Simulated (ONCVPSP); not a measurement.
## Ranking ONCV potentials for B

All share these settings but for the change named:

boron, optimised norm-conserving Vanderbilt (ONCV), made with ONCVPSP 4.0.1 (PBE, scalar-relativistic). Core [He], reference 2s1.5 2p1.5. Waves: 2s: rc 1.60 bohr, ncon 4, nbas 9, qcut 5 1/bohr, 3 projectors, debl 3.3 Ha; 2p: rc 2.85 bohr, ncon 5, nbas 10, qcut 5.1 1/bohr, 1 projector; d scattering state at 0.1 Ha: rc 2.35 bohr, ncon 4, nbas 8, qcut 3.7 1/bohr, 2 projectors, debl 3.6 Ha. Local part: polynomial inside 1.00 bohr (lpopt 5, dvloc0 0 Ha). Core correction: polynomial model core, fcfact 0.3.

Test errors are all-electron minus pseudo excitation energies from the reference, over 2s2 2p1; 2s2 2p0; 2s1 2p0; 2s2 2p0.5. None of these files shows a bound ghost.

The base gives 259.1 meV.

Of 10 variants that were run, those that failed, showed a ghost or another fault, or gave nearly equal values are left out.

Task: Rank these variants by their largest absolute test error, smallest first.
A. all radii but the core radius scaled by about 1.33 (s 2.12, p 3.78, d 3.12 bohr); local potential polynomial inside 1.32 bohr (lpopt 5, dvloc0 0 Ha)
B. all radii but the core radius scaled by about 1.07 (s 1.72, p 3.06, d 2.52 bohr); local potential polynomial inside 1.08 bohr (lpopt 5, dvloc0 0 Ha)
C. all radii but the core radius scaled by about 0.90 (s 1.44, p 2.56, d 2.10 bohr); local potential polynomial inside 0.90 bohr (lpopt 5, dvloc0 0 Ha)
D. all radii but the core radius scaled by about 1.14 (s 1.82, p 3.26, d 2.68 bohr); local potential polynomial inside 1.14 bohr (lpopt 5, dvloc0 0 Ha)
E. all radii but the core radius scaled by about 0.80 (s 1.28, p 2.28, d 1.88 bohr); local potential polynomial inside 0.80 bohr (lpopt 5, dvloc0 0 Ha)

Result: E (161.6 meV), C (205.7 meV), B (304.8 meV), D (356.5 meV), A (514.3 meV).
